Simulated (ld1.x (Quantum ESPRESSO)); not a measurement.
Before and after: TM potential for Si (Z = 14)

```
Element                 : Si
Generator               : ld1.x (Quantum ESPRESSO) 7.5
Type                    : norm-conserving Troullier–Martins (Kleinman–Bylander form)
Functional              : PBE
Relativity              : non-relativistic
Frozen core             : [Ne]
Valence charge          : 4
Reference configuration : 3s2 3p0.5 (charge +1.5)
Partial waves           : 3s (bound): rc 1.55 bohr; 3d channel at 0.05 Ry: rc 1.70 bohr; 3p (bound): rc 1.80 bohr
Local potential         : the p channel
Core correction         : a·sin(br)/r model core, default radius (core density twice the valence density)
```

Change: all radii but the core radius scaled by about 1.38 (s 2.14, p 2.48, d 2.34 bohr).

Cutoffs: the cutoffs (Ry, on a coarse ladder) from which the occupation-weighted sum of valence levels, in a spherical-Bessel basis at the reference potential, stays within 10 and 1 mRy of its value at 400 Ry; they do not see the model core or the augmentation charge, which bear on the density cutoff. Errors are all-electron minus pseudo energies relative to the spin-unpolarised reference configuration.

**Question.** How do hardness, ghosts and transferability respond?

**Answer.** The potential gets softer (15 Ry and 40 Ry → 12 Ry and 30 Ry); of the 7 tests that both files solve, the error grows in 2 and shrinks in 2 by more than 15 % and 0.3 meV (median size 3.2 → 5.4 meV); neither file shows a bound ghost. A larger radius leaves more room for a smooth pseudo-wave, so fewer plane waves are needed.

| quantity | base | changed |
| --- | --- | --- |
| cutoff, loose | 15 Ry | 12 Ry |
| cutoff, tight | 40 Ry | 30 Ry |
| loose cutoff by channel (10 mRy a level) | s 12 Ry, p 6 Ry | s 10 Ry, p 6 Ry |
| bound ghosts | none | none |
| error for 3s2 3p2, meV [ΔE -14.65 eV] | +7.9 | +9.2 |
| error for 3s2 3p1, meV [ΔE -6.90 eV] | +1.5 | +1.7 |
| error for 3s2 3p0, meV [ΔE 9.11 eV] | +2.3 | +2.4 |
| error for 3s2 3p1.5, meV [ΔE -11.72 eV] | +4.7 | +5.4 |
| error for 3s1 3p0, meV [ΔE 43.01 eV] | +35 | +15 |
| error for 3s1 3p3, meV [ΔE -7.89 eV] | +3.2 | -0.1 |
| error for 3s1 3p2, meV [ΔE 0.47 eV] | -0.8 | -5.5 |
